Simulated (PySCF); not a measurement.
## Electronic absorption of C8H8O

C8H8O.
Atom-mapped SMILES: `[CH:1]#[C:2][c:3]1[o:4][cH:5][cH:6][c:7]1[CH2:8][CH3:9]` (hydrogens: H10 on C1; H11 on C5; H12 on C6; H13, H14 on C8; H15, H16, H17 on C9)

Geometry (GFN2-xTB, Å), atoms numbered from 1 in this order:
```xyz
17
C8H8O angstrom
C      2.126    2.153    1.110
C      1.726    1.105    0.678
C      1.243   -0.113    0.174
O      1.987   -1.241    0.293
C      1.284   -2.233   -0.268
C      0.097   -1.775   -0.752
C      0.057   -0.387   -0.471
C     -1.055    0.563   -0.757
C     -2.016    0.646    0.432
H      2.475    3.068    1.486
H      1.727   -3.209   -0.262
H     -0.660   -2.346   -1.251
H     -1.599    0.225   -1.641
H     -0.645    1.555   -0.958
H     -1.493    1.022    1.308
H     -2.419   -0.337    0.665
H     -2.843    1.315    0.205
```

Computed with TDDFT PBE0/def2-SVPD, vertical, gas phase, core orbitals frozen in the response (PySCF).

```json
{"state": "S1", "E (eV)": "5.08", "λ (nm)": "244.2", "ν̃ (cm⁻¹)": "40950", "f": "0.349", "main configurations (H = HOMO, L = LUMO)": "H→L (93%)"}
{"state": "S2", "E (eV)": "5.28", "λ (nm)": "234.9", "ν̃ (cm⁻¹)": "42560", "f": "0.0023", "main configurations (H = HOMO, L = LUMO)": "H→L+1 (93%)"}
{"state": "S3", "E (eV)": "5.97", "λ (nm)": "207.7", "ν̃ (cm⁻¹)": "48150", "f": "0.0004", "main configurations (H = HOMO, L = LUMO)": "H-2→L (94%)"}
{"state": "S4", "E (eV)": "6.06", "λ (nm)": "204.7", "ν̃ (cm⁻¹)": "48850", "f": "0.0085", "main configurations (H = HOMO, L = LUMO)": "H→L+2 (73%), H-1→L (17%)"}
{"state": "S5", "E (eV)": "6.15", "λ (nm)": "201.7", "ν̃ (cm⁻¹)": "49570", "f": "0.012", "main configurations (H = HOMO, L = LUMO)": "H→L+3 (43%), H-1→L (36%), H→L+2 (17%)"}
{"state": "S6", "E (eV)": "6.65", "λ (nm)": "186.5", "ν̃ (cm⁻¹)": "53610", "f": "0.016", "main configurations (H = HOMO, L = LUMO)": "H→L+4 (88%)"}
```

Triplets (Tamm–Dancoff): T1 3.22 eV, H→L (96%); T2 4.90 eV, H-1→L (44%), H→L+3 (34%).

The lowest singlet comes at 244 nm (490 kJ/mol) in the ultraviolet; it is strong; its leading configuration is HOMO→LUMO (93%). The lowest level is also the most intense of those listed (f = 0.349). Löwdin shares by element: HOMO carbon 68% or more (atoms not listed hold the other 32%); LUMO carbon 57% or more (atoms not listed hold the other 43%). Of the 6 states listed, 3 reach f = 0.01 and 1 stays under 0.0005. Weighted by f, the mean energy of these states is 5.20 eV. The listed states span 1.57 eV, and the widest gap between neighbours is 0.69 eV (S2 to S3). The window holds the lowest 6 singlets.

One conformer stands for the species.
